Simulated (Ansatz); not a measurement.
Ansatz (an electronic-structure program) input (BHLYP/def2-TZVPD):

Ansatz 0.2 input:
```yaml
crystal:
  periodic: [false, false, false]
  atoms:
    - {symbol: Cd, position_ang: [-0.00000000, -0.00000000, -1.34399523]}
    - {symbol: Te, position_ang: [0.00000000, 0.00000000, 1.24061099]}
basis:
  gaussian:
    orbitals: def2-TZVPD
hamiltonian:
  xc: {name: BHLYP}
output: {forces: true}
```

End of the output:

```
integrals: 0.05 GiB planned
914 factors; integrals over basis functions are off by at most 2.7e-4 eV
mean field: 0.35 GiB planned
mean field evaluation 1: about -11851.8068 eV, gradient 2.5e1 eV
mean field evaluation 2: about -11845.2479 eV, gradient 5.3e1 eV
mean field evaluation 4: about -11854.2587 eV, gradient 1.7e0 eV
mean field evaluation 8: about -11854.3882 eV, gradient 6.0e-1 eV
mean field evaluation 16: about -11854.3889 eV, gradient 2.2e-4 eV
mean field -11854.38894244 eV, -435.6407584412 hartree, gradient 2.9e-5 eV, S^2 0.000000; 1 other end points of the search recorded, 0 dependent functions left out
the calculation of the forces begins
reference -11854.38907101 eV, -435.6407631662 hartree; 22, 22 occupied and 77, 77 virtual orbitals, 914 factors
Total energy: -11854.38907101 eV, -435.6407631662 hartree
Atom 0 at    -0.000000    -0.000000    -1.343995 Å, force    -0.000000    -0.000000     0.096019 eV/Å
Atom 1 at     0.000000     0.000000     1.240611 Å, force     0.000000     0.000000    -0.096019 eV/Å
Dipole moment:     0.000000    -0.000000    -1.147878 e Å
```
